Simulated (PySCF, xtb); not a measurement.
C2H5ClGaN, SMILES C=[CH][Ga]([NH2])[Cl]. The values are those of a single conformer.

Harmonic wavenumbers (cm⁻¹) from GFN2-xTB in xtb at its own minimum, in rising order: 51, 80, 93, 134, 177, 240, 268, 364, 419, 488, 531, 592, 913, 962, 1012, 1200, 1384, 1453, 1629, 2954, 3037, 3062, 3389, 3441.

**Question.** What does r2SCAN-D4/def2-SVP run with PySCF give at its own minimum? (Estimate from the structure and the level; the computed values follow.)

**Answer.** 22, 89, 144, 153, 220, 281, 386, 412, 474, 584, 704, 734, 974, 998, 1049, 1257, 1414, 1510, 1649, 3105, 3146, 3198, 3594, 3707. Paired by order, the mean absolute difference is 83 cm⁻¹ and the zero-point energies are 39.8 and 42.6 kcal/mol.
